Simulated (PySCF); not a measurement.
# MTl for M along the second period

CCSD(T) with double-zeta basis sets in PySCF, for the lowest determinant that a PBE0 search found; no spin–orbit coupling. De refers to high-spin ground-configuration atoms.

```csv
M,basis,"reference, frozen orbitals",state (unpaired electrons),Re (Å),ωe (cm⁻¹),De (eV)
Li,def2-SVP,"RHF, 4",singlet (closed shell),3.053,246,0.83
B,aug-cc-pVDZ-PP/aug-cc-pVDZ,"UHF, 5","triplet (σ ↑, π ↑)",2.509,338,1.34
C,def2-SVP,"UHF, 5","quartet (σ ↑, π ↑↑)",2.306,435,2.33
N,def2-SVP,"ROHF, 5",triplet (π ↑↑),2.357,371,0.90
O,cc-pVDZ-PP/cc-pVDZ,"UHF, 5",doublet (π ↑),2.199,473,2.50
F,def2-SVP,"RHF, 5",singlet (closed shell),2.095,516,4.55
```

The shortest bond is that of TlF (2.095 Å), the longest that of LiTl (3.053 Å).

The rows differ in basis set, which adds steps of its own.

The state changes along the series, so neighbouring rows are not always alike in their bonding.

Correlated steps freeze the inner cores (4 to 5 orbitals); shallow outer-core shells are correlated. UHF and ROHF references stand side by side, which adds small steps between rows. Correlated levels converge slowly with the basis: in double zeta they bind strong bonds too weakly, by up to about 1 eV, and carry superposition errors of some tenths. Spin–orbit coupling is left out, which matters for elements this heavy, above all for dissociation energies. Where the molecule has an RHF reference, its open-shell atoms are computed with UHF. States were picked by a PBE0 search and need not be the measured ground states.
